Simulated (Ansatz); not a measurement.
Computed with Ansatz on PBE0-D4/def2-TZVP structures; ΔE is electronic, products minus reactants. CCSD(T)/CBS adds triple-zeta CCSD(T) − MP2 to the extrapolated MP2 energy (def2 sets, frozen cores). DFT in def2-TZVPP. B3LYP here is the variant with VWN-RPA as its local correlation; programs differ in this. HSE06 is defined as in plane-wave codes. Elements past krypton have def2 core potentials. For In outer-core shells are correlated without core-valence functions, which leaves a few kJ/mol of doubt a bond. One conformer a species, not always the lowest.

Reaction (redistribution): `C[SiH2]C(N)O` + `O=[CH][InH2]` → `C[SiH2]C=O` + `N[CH](O)[InH2]`

**Question.** Is it downhill or uphill in electronic energy at CCSD(T)/CBS, and by how much? (Best estimate.)

**Answer.** Ansatz gave: Nearly level: ΔE = -0.1 kcal/mol.

**Question.** What do these levels give: B3LYP-D4, HSE06-D4, BHLYP-D4, r2SCAN, PBE0, B3LYP, BHLYP, SCS-MP2/def2-TZVPP, CCSD(T)/def2-TZVPP, MP2/def2-QZVPP, SCS-MP2/def2-QZVPP, CCSD/CBS(def2)? (An estimate is asked.)

**Answer.** Ansatz gave: B3LYP-D4 0.8, HSE06-D4 0.9, BHLYP-D4 0.8, r2SCAN 1.2, PBE0 0.8, B3LYP 0.6, BHLYP 0.7, SCS-MP2/def2-TZVPP -0.1, CCSD(T)/def2-TZVPP 0.4, MP2/def2-QZVPP -0.5, SCS-MP2/def2-QZVPP -0.3, CCSD/CBS(def2) -0.2 kcal/mol.

**Question.** What do rigid-rotor, harmonic-oscillator terms from PBE0-D4/def2-TZVP frequencies (298.15 K, 1 bar) make of the CCSD(T)/CBS value? (Best estimate.)

**Answer.** The calculation gave: ΔZPE = -0.1 kcal/mol, ΔH = -0.1 kcal/mol, ΔS = 4 J/(mol·K), ΔG = -0.4 kcal/mol.

Largest T1 diagnostic among the species: 0.017.

Leaving LDA and LC-ωPBE aside and taking each functional with its dispersion term where it has one, the values, not all of them listed here, spread over 1.0 kcal/mol, from B2PLYP to B97M-V.
